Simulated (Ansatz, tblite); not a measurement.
Removing an electron: SiEt3(NCO) (C₇H₁₅NOSi). Total charge 0; singlet. Geometry: PBE-D4/def2-SVP. Ansatz, gas phase; energy differences of separate SCF runs; the oxidised species was run as a doublet alone.

```xyz
25

Si   -0.078   -0.003    0.050
C     0.382    0.334    1.855
C     1.110    1.663    2.100
H     1.005   -0.518    2.205
H    -0.557    0.282    2.450
H     1.384    1.794    3.167
H     2.045    1.726    1.506
H     0.484    2.535    1.814
C    -1.215    1.342   -0.643
C    -1.531    1.215   -2.139
H    -0.739    2.325   -0.430
H    -2.150    1.327   -0.039
H    -2.173    2.046   -2.499
H    -0.603    1.225   -2.748
H    -2.062    0.268   -2.370
C    -0.823   -1.728   -0.169
C     0.098   -2.888    0.234
H    -1.127   -1.828   -1.234
H    -1.770   -1.756    0.416
H    -0.376   -3.875    0.058
H     1.045   -2.867   -0.343
H     0.370   -2.844    1.309
N     1.408    0.045   -0.883
C     2.434    0.075   -1.521
O     3.440    0.105   -2.147
```

The xTB rows come from tblite. Single mean-field runs in def2-TZVP are fitted with def2-universal-jkfit.

| level | −HOMO (eV) | vertical IE (eV) | −LUMO (eV) | HOMO–LUMO gap (eV) |
| --- | --- | --- | --- | --- |
| GFN1-xTB | 11.60 | 13.85 | 6.34 | 5.26 |
| GFN2-xTB | 10.70 | 13.00 | 5.66 | 5.04 |
| r2SCANh-D4/def2-TZVP | 7.27 | 9.30 | -0.70 | 7.97 |
| PBE0-D4/def2-TZVP | 7.80 | 9.45 | -0.70 | 8.50 |

Relaxing the oxidised species (PBE-D4/def2-SVP) changes its energy by -0.49 eV at PBE0-D4/def2-TZVP, so the adiabatic ionisation energy to this nearest minimum is 8.97 eV.  Run but left out: PBE-D4/def2-TZVP (charge +1 doublet: an occupied level 0.18 eV above an empty one).  Raw xTB energy differences between charge states are shifted by several eV; the methods need an empirical correction for them.
